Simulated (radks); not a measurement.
Problem. All-electron atom: Fe5+ in [Ar] 3d(3/2: 3, 5/2: 0). Calculated with a radial shooting solver on a logarithmic mesh with Libxc functionals: Dirac Kohn-Sham, relativistic LDA (MacDonald-Vosko exchange, VWN5 correlation), spin-unpolarised, spherical densities, finite nucleus; Fermi nuclear charge, rms radius 3.7377 fm. Some entries of the table are withheld. Estimate them.

| orbital | occ. | eigenvalue (eV) | <r> (bohr) | r(max) (bohr) |
|---|---|---|---|---|
| 1s1/2 | 2 | -7049.821 | 0.05865 | 0.03840 |
| 2s1/2 | 2 | -904.5633 | 0.2676 | 0.2232 |
| 2p1/2 | 2 | (1) | 0.2339 | 0.1783 |
| 2p3/2 | 4 | (2) | 0.2369 | 0.1808 |
| 3s1/2 | 2 | -175.0623 | 0.7863 | 0.6925 |
| 3p1/2 | 2 | -141.9422 | 0.8081 | 0.6938 |
| 3p3/2 | 4 | -140.2239 | 0.8157 | 0.7005 |
| 3d3/2 | 3 | (3) | 0.8637 | 0.6527 |
| 3d5/2 | 0 | (4) | 0.8661 | 0.6546 |

Solution. 
(1) 2p1/2 eigenvalue (eV): -793.6445
(2) 2p3/2 eigenvalue (eV): -781.2536
(3) 3d3/2 eigenvalue (eV): -86.2456
(4) 3d5/2 eigenvalue (eV): -86.0222
